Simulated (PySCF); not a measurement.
## BH₃ + 3 F₂ → BF₃ + 3 HF

Level: PBE in the def2-TZVP basis family, all electrons, no relativity, computed in PySCF with density fitting; open shells unrestricted.

| species | state and structure | E (Eh) | ZPE (kJ/mol) | H(298 K) − H(0) (kJ/mol) | S° (J/(mol K)) |
| --- | --- | --- | --- | --- | --- |
| BH₃ | singlet, D3h, B–H 1.199 Å (×3) | -26.55237 | 67.1 | 10.1 | 188.7 |
| F₂ | singlet, D∞h, F–F 1.413 Å | -199.42304 | 6.0 | 8.8 | 202.5 |
| BF₃ | singlet, D3h, B–F 1.325 Å (×3) | -324.38546 | 31.4 | 11.8 | 255.6 |
| HF | singlet, C∞v, H–F 0.932 Å | -100.39132 | 23.8 | 8.7 | 173.9 |

Q: What is the electronic reaction energy?

A: At PBE/def2-TZVP, ΔE = -1937.4 kJ/mol from the differences of the total energies times 2625.5, downhill. 

Q: Add zero-point, thermal and entropy terms for 298.15 K and 1 bar.

A: ΔZPE = 17.7 and Δ[H(298) − H(0)] = 1.4 kJ/mol give ΔH° = -1918.3 kJ/mol. ΔS° = -18.9 J/(mol K), so ΔG° = -1918.3 − 298.15 × (-0.0189) = -1913 kJ/mol.

Each species is the lowest minimum found with this bonding; other isomers or fragments can lie lower.
